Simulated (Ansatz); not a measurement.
System: S, charge 0, multiplicity 3.

Computed values are from Ansatz (a program for electronic structure). Cores are frozen in the correlated levels unless marked. UHF or UKS for open shells. Spin-orbit coupling is left out. Non-relativistic. Basis-set limits of correlation are two-point, X^-3; Hartree-Fock from the larger set (for Q and 5 zeta extrapolated as (X+1)exp(-9√X)).

Q: What is the electron affinity (to the doublet; negative means unbound) at CCSD(T)/CBS(aug-cc-pV(T+d)Z,aug-cc-pV(Q+d)Z)?

A: 2.10 eV.

Q: What is the T1 diagnostic at CCSD/cc-pV(5+d)Z?

A: 0.011.

Q: What is the total energy at CCSD(T)/CBS(cc-pV(Q+d)Z,cc-pV(5+d)Z)?

A: -397.6754 Eh.

Q: What is the ionisation energy (to the quartet) at CCSD(T)/CBS(aug-cc-pV(T+d)Z,aug-cc-pV(Q+d)Z)?

A: 10.34 eV.
